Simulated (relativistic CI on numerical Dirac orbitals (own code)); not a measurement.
Electric-dipole transitions in Tb XVII

Calculated at this level of theory: Dirac-Coulomb-Breit CI, orbitals from a KLI potential per configuration, model QED, unscaled Slater integrals (own radial code, finite nucleus).

Configuration list (outside the closed core [Ar] 3d10): 4s2.4p6.4d10.4f3, 4s2.4p6.4d10.4f2.5s, 4s2.4p6.4d10.4f.5s2, 4s2.4p6.4d10.4f.5s.5p, 4s2.4p6.4d10.4f2.5p, 4s2.4p6.4d10.4f.5p2, 4s2.4p6.4d10.4f.5s.5d, 4s2.4p6.4d9.4f4, 4s2.4p6.4d10.4f2.5d, 4s2.4p6.4d10.4f.5p.5d, 4s2.4p6.4d9.4f2.5s2, 4s2.4p6.4d10.4f.5d2, 4s2.4p6.4d10.4f2.6s, 4s2.4p6.4d10.4f2.5f, 4s2.4p6.4d9.4f2.5s.5p, 4s2.4p6.4d9.4f3.5s, 4s2.4p6.4d10.4f2.6p, 4s2.4p5.4d10.4f4, 4s2.4p6.4d9.4f2.5p2, 4s2.4p6.4d10.4f2.5g, 4s2.4p6.4d10.4f2.6d, 4s2.4p6.4d10.4f2.7s, 4s2.4p6.4d10.4f2.6f, 4s2.4p6.4d10.4f2.7p, 4s.4p6.4d10.4f4, 4s2.4p5.4d10.4f2.5s2, 4s2.4p6.4d8.4f3.5s2, 4s2.4p5.4d10.4f2.5s.5p, 4s2.4p5.4d10.4f3.5s, 4s.4p6.4d10.4f2.5s2. Levels of other configurations are missing.

| λ vac (Å) | Lower | Upper | A (s⁻¹) | E lower (cm⁻¹) | E upper (cm⁻¹) |
| --- | --- | --- | --- | --- | --- |
| 120.88 | 4s2.4p6.4d10.4f3 4I°_11/2 [2] | 4s2.4p6.4d10.4f2.5d 4G_9/2 [183] | 1.95e+10 | 5671 | 832918 |
| 121.29 | 4s2.4p6.4d10.4f3 4I°_15/2 [4] | 4s2.4p6.4d10.4f2.5d 4H_13/2 [204] | 4.83e+10 | 17064 | 841522 |
| 121.56 | 4s2.4p6.4d10.4f3 4I°_13/2 [3] | 4s2.4p6.4d10.4f2.5d 4H_11/2 [186] | 4.44e+10 | 11392 | 834031 |
| 121.77 | 4s2.4p6.4d10.4f3 4I°_15/2 [4] | 4s2.4p6.4d10.4f2.5d 4I_15/2 [195] | 2.75e+10 | 17064 | 838284 |
| 122.01 | 4s2.4p6.4d10.4f3 4I°_11/2 [2] | 4s2.4p6.4d10.4f2.5d 4H_9/2 [171] | 5.94e+10 | 5671 | 825256 |
| 122.14 | 4s2.4p6.4d10.4f3 4I°_11/2 [2] | 4s2.4p6.4d10.4f2.5d 4I_11/2 [170] | 1.99e+10 | 5671 | 824384 |
| 122.20 | 4s2.4p6.4d10.4f3 4I°_13/2 [3] | 4s2.4p6.4d10.4f2.5d 4H_11/2 [178] | 3.90e+10 | 11392 | 829697 |
| 122.30 | 4s2.4p6.4d10.4f3 4I°_15/2 [4] | 4s2.4p6.4d10.4f2.5d 4H_13/2 [187] | 3.50e+10 | 17064 | 834723 |
| 122.38 | 4s2.4p6.4d10.4f3 4I°_9/2 [1] | 4s2.4p6.4d10.4f2.5d 4H_7/2 [165] | 7.33e+10 | 0 | 817113 |
| 122.49 | 4s2.4p6.4d10.4f3 4I°_13/2 [3] | 4s2.4p6.4d10.4f2.5d 4I_13/2 [174] | 3.45e+10 | 11392 | 827805 |
| 122.63 | 4s2.4p6.4d10.4f3 4I°_15/2 [4] | 4s2.4p6.4d10.4f2.5d 4K_15/2 [182] | 1.40e+10 | 17064 | 832541 |
| 122.81 | 4s2.4p6.4d10.4f3 2L°_15/2 [28] | 4s2.4p6.4d10.4f2.5d 2I_13/2 [265] | 5.06e+10 | 64714 | 879007 |
| 123.07 | 4s2.4p6.4d10.4f3 2K°_15/2 [18] | 4s2.4p6.4d10.4f2.5d 2I_13/2 [241] | 7.79e+10 | 46704 | 859247 |
| 123.17 | 4s2.4p6.4d10.4f3 4I°_11/2 [2] | 4s2.4p6.4d10.4f2.5d 4I_11/2 [166] | 2.42e+10 | 5671 | 817578 |
| 123.48 | 4s2.4p6.4d10.4f3 4I°_9/2 [1] | 4s2.4p6.4d10.4f2.5d 4I_9/2 [163] | 3.64e+10 | 0 | 809866 |
| 123.49 | 4s2.4p6.4d10.4f3 2H°_9/2 [6] | 4s2.4p6.4d10.4f2.5d 2F_7/2 [189] | 4.65e+10 | 26122 | 835898 |
| 124.08 | 4s2.4p6.4d10.4f3 2L°_17/2 [30] | 4s2.4p6.4d10.4f2.5d 2K_15/2 [258] | 7.50e+10 | 68411 | 874329 |
| 124.18 | 4s2.4p6.4d10.4f3 2H°_9/2 [6] | 4s2.4p6.4d10.4f2.5d 2H_9/2 [179] | 2.39e+10 | 26122 | 831378 |
| 124.70 | 4s2.4p6.4d10.4f3 2L°_15/2 [28] | 4s2.4p6.4d10.4f2.5d 2K_13/2 [251] | 6.21e+10 | 64714 | 866664 |
| 216.31 | 4s2.4p6.4d10.4f2.5p 2K°_13/2 [87] | 4s2.4p6.4d10.4f2.5d 2K_15/2 [258] | 5.66e+10 | 412040 | 874329 |
| 219.00 | 4s2.4p6.4d10.4f2.5p 4I°_9/2 [68] | 4s2.4p6.4d10.4f2.5d 4K_11/2 [164] | 7.35e+10 | 356446 | 813059 |
| 219.50 | 4s2.4p6.4d10.4f2.5p 4I°_11/2 [71] | 4s2.4p6.4d10.4f2.5d 4K_13/2 [169] | 6.82e+10 | 367870 | 823445 |
| 220.16 | 4s2.4p6.4d10.4f2.5p 4H°_13/2 [77] | 4s2.4p6.4d10.4f2.5d 4K_15/2 [182] | 6.19e+10 | 378318 | 832541 |
| 220.55 | 4s2.4p6.4d10.4f2.5p 4I°_9/2 [68] | 4s2.4p6.4d10.4f2.5d 4I_9/2 [163] | 4.45e+10 | 356446 | 809866 |
| 222.37 | 4s2.4p6.4d10.4f2.5p 4I°_11/2 [71] | 4s2.4p6.4d10.4f2.5d 4I_11/2 [166] | 3.97e+10 | 367870 | 817578 |
| 222.48 | 4s2.4p6.4d10.4f2.5p 4H°_13/2 [77] | 4s2.4p6.4d10.4f2.5d 4I_13/2 [174] | 3.95e+10 | 378318 | 827805 |
| 238.43 | 4s2.4p6.4d10.4f.5s.5p 2G_9/2 [159] | 4s2.4p6.4d10.4f.5s.5d 2H°_11/2 [334] | 9.54e+10 | 639370 | 1058781 |
| 239.73 | 4s2.4p6.4d10.4f.5s.5p 4G_11/2 [151] | 4s2.4p6.4d10.4f.5s.5d 4H°_13/2 [318] | 6.43e+10 | 591073 | 1008205 |
| 251.37 | 4s2.4p6.4d10.4f2.5p 2I°_13/2 [120] | 4s2.4p6.4d10.4f2.5d 2L_15/2 [269] | 5.35e+10 | 485550 | 883367 |
| 253.73 | 4s2.4p6.4d10.4f.5s2 2F°_7/2 [67] | 4s2.4p6.4d10.4f.5s.5p 2D_5/2 [160] | 5.47e+10 | 250871 | 644990 |
| 254.35 | 4s2.4p6.4d10.4f2.5p 4H°_11/2 [93] | 4s2.4p6.4d10.4f2.5d 4H_13/2 [187] | 3.78e+10 | 441570 | 834723 |
| 254.78 | 4s2.4p6.4d10.4f2.5p 4G°_11/2 [97] | 4s2.4p6.4d10.4f2.5d 4H_13/2 [204] | 3.89e+10 | 449031 | 841522 |
| 255.52 | 4s2.4p6.4d10.4f2.5p 2I°_13/2 [109] | 4s2.4p6.4d10.4f2.5d 2K_15/2 [233] | 4.65e+10 | 462453 | 853808 |
| 256.33 | 4s2.4p6.4d10.4f2.5p 4I°_13/2 [95] | 4s2.4p6.4d10.4f2.5d 4I_15/2 [195] | 5.36e+10 | 448169 | 838284 |
| 256.70 | 4s2.4p6.4d10.4f2.5p 2I°_11/2 [102] | 4s2.4p6.4d10.4f2.5d 2K_13/2 [211] | 4.59e+10 | 455785 | 845346 |
| 257.09 | 4s2.4p6.4d10.4f2.5p 2K°_15/2 [131] | 4s2.4p6.4d10.4f2.5d 2L_17/2 [276] | 6.36e+10 | 503934 | 892897 |
| 257.40 | 4s2.4p6.4d10.4f.5s2 2F°_7/2 [67] | 4s2.4p6.4d10.4f.5s.5p 2G_9/2 [159] | 5.46e+10 | 250871 | 639370 |
| 257.61 | 4s2.4p6.4d10.4f2.5p 4I°_15/2 [104] | 4s2.4p6.4d10.4f2.5d 4K_17/2 [210] | 6.32e+10 | 457144 | 845321 |
| 259.64 | 4s2.4p6.4d10.4f2.5p 4G°_11/2 [113] | 4s2.4p6.4d10.4f2.5d 4H_13/2 [225] | 4.40e+10 | 465464 | 850609 |
| 306.88 | 4s2.4p6.4d10.4f2.5s 2I_11/2 [61] | 4s2.4p6.4d10.4f2.5p 2H°_9/2 [136] | 2.08e+10 | 185153 | 511014 |
| 313.53 | 4s2.4p6.4d10.4f2.5s 2I_13/2 [60] | 4s2.4p6.4d10.4f2.5p 2K°_15/2 [131] | 2.18e+10 | 184984 | 503934 |
| 321.28 | 4s2.4p6.4d10.4f2.5s 4H_13/2 [45] | 4s2.4p6.4d10.4f2.5p 4I°_15/2 [104] | 2.02e+10 | 145890 | 457144 |
| 322.60 | 4s2.4p6.4d10.4f2.5s 2G_9/2 [54] | 4s2.4p6.4d10.4f2.5p 2H°_11/2 [116] | 1.83e+10 | 160563 | 470546 |
| 324.13 | 4s2.4p6.4d10.4f2.5s 4H_11/2 [42] | 4s2.4p6.4d10.4f2.5p 4I°_13/2 [95] | 1.47e+10 | 139651 | 448169 |
| 325.00 | 4s2.4p6.4d10.4f2.5s 4H_9/2 [41] | 4s2.4p6.4d10.4f2.5p 4H°_11/2 [93] | 1.17e+10 | 133879 | 441570 |

Terms are leading LS components. Brackets give the number of a level in order of energy, since labels repeat. The list gives strong lines, with weight on those to low levels, without lines whose two gauges differ by over a factor of 2.5, among the lowest 400 of 9645 levels, so that lines to higher ones, which can be the strongest, are missing. Levels whose partners in the same complex of configurations lie outside the list can be far off, and so can their lines. Rates are taken at the computed energies, electric ones in the length gauge.

At this charge transitions that keep the count of f electrons are usually good to a few per cent. Terms inside the open d or f shell come out 10 to 20 % too wide with unscaled integrals. Levels that differ in their count of f electrons can be misplaced by several ten thousand cm⁻¹, since the correlation energy of f electrons is missing or only estimated; rates across such gaps can be off by orders of magnitude.

LS names give the leading component of a level, which can be under half, so a name can repeat, a term be missing and a line seem to break the LS rules.
